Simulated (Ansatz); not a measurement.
Calculated with Ansatz (gas phase, PBE0-D4/def2-TZVP geometries, no zero-point term in ΔE). CBS: MP2 limit from def2 TZ/QZ plus the TZ coupled-cluster correction, frozen cores. DFT in def2-TZVPP. def2 core potentials past Kr. For Hf, I outer-core shells are correlated without core-valence functions, which leaves a few kJ/mol of doubt a bond. Each species was taken in one conformer, which may not be the lowest.

`S[SiH](Cl)CCl` + `C[N](C)[Hf]([F])([Cl])[I]` → `ClC[SiH](Cl)I` + `C[N](C)[Hf]([F])([SH])[Cl]`  (redistribution)

**Question.** Is it downhill or uphill in electronic energy at CCSD(T)/CBS, and by how much? (Best estimate.)

**Answer.** Computed: Uphill: ΔE = +39.6 kJ/mol.

**Question.** What do these levels give: ωB97M-V, r2SCAN0, HF/def2-SVP, SCS-MP2/def2-TZVPP, CCSD/def2-TZVPP, CCSD(T)/def2-TZVPP? (An estimate is asked.)

**Answer.** Computed: ωB97M-V 40.5, r2SCAN0 42.1, HF/def2-SVP 46.0, SCS-MP2/def2-TZVPP 44.6, CCSD/def2-TZVPP 43.7, CCSD(T)/def2-TZVPP 43.4 kJ/mol.

Largest T1 diagnostic among the species: 0.015.

In def2-TZVPP, CCSD(T) changes the Hartree–Fock value by −5.0 kJ/mol (the triples alone add −0.3 kJ/mol) and MP2 by −3.1 kJ/mol. At CCSD(T), def2-SVP lies +4.0 kJ/mol from the extrapolated value and def2-TZVPP +3.8 kJ/mol.
